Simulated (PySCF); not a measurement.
**[C5H6O3]+: g tensor and hyperfine couplings**

Compound: C5H6O3 (charge +1 and doublet state).
Z-matrix (Å and degrees, GFN2-xTB geometry), rows numbered from 1:
```
C 
O   1  1.4289
C   2  1.2916  1  120.11
C   3  1.3833  2  121.42  1  -179.89
O   4  1.3379  3  121.74  2   179.91
C   5  1.3466  4  117.40  3     0.09
C   6  1.3441  5  121.79  4    -0.01
O   3  1.3559  2  118.12  1     0.12
H   1  1.0918  2  110.82  3   -60.82
H   1  1.0876  2  105.35  3   179.94
H   1  1.0918  2  110.79  3    60.70
H   4  1.0793  3  122.80  2    -0.09
H   6  1.0792  5  114.02  4   179.98
H   7  1.0783  6  125.06  5   179.89
```

The hyperfine couplings belong to this conformer and change with its torsions.

The species is `CO[C+]1[CH]OC=CO1` [radical] (charge +1).

Level of theory: UKS B3LYP, pcH-1 on C H O, non-relativistic, mean-field spin-orbit, GIAO in PySCF. Geometry: GFN2-xTB, one conformer, isolated ion. A GFN2-xTB geometry isn't a minimum of the functional, and hyperfine couplings can be far from their values at a DFT geometry, by a factor of two or more for some ions and for spin on atoms past the first row. The SCF solution wasn't tested for stability.

```json
{
  "g1, g2, g3": "2.00203, 2.00523, 2.00583",
  "g_iso": "2.00436",
  "Form of g": "rhombic: the two nearest values differ by 16 % of g3 − g1",
  "⟨S²⟩": "0.7543 (exact 0.7500)",
  "α and β electrons": "30, 29",
  "Total energy": "-419.48731 Eh",
  "Basis functions": "260"
}
```

Hyperfine couplings atom by atom, in MHz; T1 to T3 are the principal values of the dipolar part:

| atom | isotope | a_iso | T1 | T2 | T3 | Mulliken spin population |
| --- | --- | --- | --- | --- | --- | --- |
| C1 | 13C | -3.2 | -0.7 | 0.3 | 0.4 | 0.00 |
| O2 | 17O | -8.6 | -29.2 | 14.0 | 15.2 | 0.07 |
| C3 | 13C | -17.3 | -8.7 | -6.4 | 15.1 | 0.07 |
| C4 | 13C | 20.3 | -32.9 | -31.8 | 64.7 | 0.36 |
| O5 | 17O | -31.7 | -93.1 | 45.8 | 47.3 | 0.22 |
| C6 | 13C | -10.7 | -1.8 | 0.5 | 1.2 | 0.00 |
| C7 | 13C | 6.6 | -12.5 | -11.9 | 24.3 | 0.15 |
| O8 | 17O | -21.6 | -62.3 | 30.8 | 31.5 | 0.14 |
| H9 | 1H | 15.6 | -2.0 | -0.8 | 2.8 | 0.01 |
| H10 | 1H | -0.3 | -1.4 | -1.3 | 2.7 | 0.00 |
| H11 | 1H | 15.6 | -2.0 | -0.8 | 2.8 | 0.01 |
| H12 | 1H | -28.9 | -14.8 | -3.6 | 18.4 | -0.02 |
| H13 | 1H | -3.0 | -3.4 | -1.4 | 4.7 | 0.00 |
| H14 | 1H | -11.7 | -6.3 | -2.5 | 8.8 | -0.01 |

The largest Mulliken spin populations are on C4 (+0.36), O5 (+0.22), C7 (+0.15) and O8 (+0.14).

C4, the radical centre as drawn in `CO[C+]1[CH]OC=CO1`, holds a spin population of +0.36 out of 1.

Axes: g2 points within 11° of the C4–O5 bond.

Under fast tumbling the dipolar parts average out, and these isotropic splittings remain: 1 × 1H (H12, I = 1/2, 2 lines) with 1.03 mT, 1 × 1H (H14, I = 1/2, 2 lines) with 0.42 mT, 3 × 1H (H9/H10/H11, I = 1/2, 4 lines) with 0.37 mT and 1 × 1H (H13, I = 1/2, 2 lines) with 0.11 mT.

Class means assume fast exchange of nuclei equivalent by connectivity; if that motion is slow, each nucleus keeps its own coupling. The three 1H nuclei of mean +10.3 MHz run from -0.3 to 15.6 MHz in the frozen geometry.

The 13C coupling of C4 (20.3 MHz) shows only in satellite lines or after enrichment, since that isotope makes up about 1.07 % of natural carbon.

The 17O coupling of O5 (-31.7 MHz) shows only in satellite lines or after enrichment, since that isotope makes up about 0.038 % of natural oxygen.
